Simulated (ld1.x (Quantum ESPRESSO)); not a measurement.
# Reading a pseudo-wave (Au (Z = 79))

Columns: radius, all-electron u(r) and pseudo u(r) of the 5p shell (level -62.53 eV) of gold in the configuration [Kr] 4d10 4f14 5s2 5p6 5d9 6s2 6p0; PBE, scalar-relativistic, TM semilocal scheme, ld1.x (Quantum ESPRESSO) 7.5.

| r (bohr) | all-electron | pseudo |
| --- | --- | --- |
| 0.090 | -0.1910 | -0.0246 |
| 0.180 | -0.2322 | -0.0961 |
| 0.270 | 0.4224 | -0.2077 |
| 0.360 | 0.6040 | -0.3491 |
| 0.450 | 0.3222 | -0.5069 |
| 0.540 | -0.1273 | -0.6663 |
| 0.630 | -0.5469 | -0.8127 |
| 0.720 | -0.8565 | -0.9333 |
| 0.810 | -1.0445 | -1.0187 |
| 0.900 | -1.1284 | -1.0640 |
| 0.990 | -1.1342 | -1.0689 |
| 1.080 | -1.0874 | -1.0375 |
| 1.170 | -1.0087 | -0.9773 |
| 1.260 | -0.9136 | -0.8970 |
| 1.350 | -0.8129 | -0.8056 |
| 1.440 | -0.7136 | -0.7111 |
| 1.530 | -0.6199 | -0.6193 |
| 1.620 | -0.5341 | -0.5340 |
| 1.710 | -0.4572 | -0.4572 |
| 1.800 | -0.3893 | -0.3893 |
| 1.890 | -0.3301 | -0.3301 |
| 1.980 | -0.2788 | -0.2788 |
| 2.070 | -0.2349 | -0.2349 |
| 2.160 | -0.1974 | -0.1974 |
| 2.250 | -0.1656 | -0.1656 |
| 2.340 | -0.1386 | -0.1386 |

Q: How many radial nodes do the two functions have?

A: The all-electron 5p function has n − l − 1 = 3 (the table is too coarse to show those close to the nucleus); the pseudo-wave has 0, since the states of the same l below it are removed with the core.

Q: At about which radius was the pseudo-wave matched?

A: 1.80 bohr. The columns agree to 0.0005 from 1.62 bohr on; several derivatives are matched, so the curves merge somewhat inside the radius.

Q: Where does each function peak?

A: Outermost all-electron maximum near 0.99 bohr, pseudo maximum near 0.99 bohr (to the table’s step).

Q: Is the pseudo-wave norm-conserving?

A: Yes: the TM semilocal scheme keeps the norm inside the radius equal to the all-electron one, which fixes the energy derivative of the logarithmic derivative at the level.
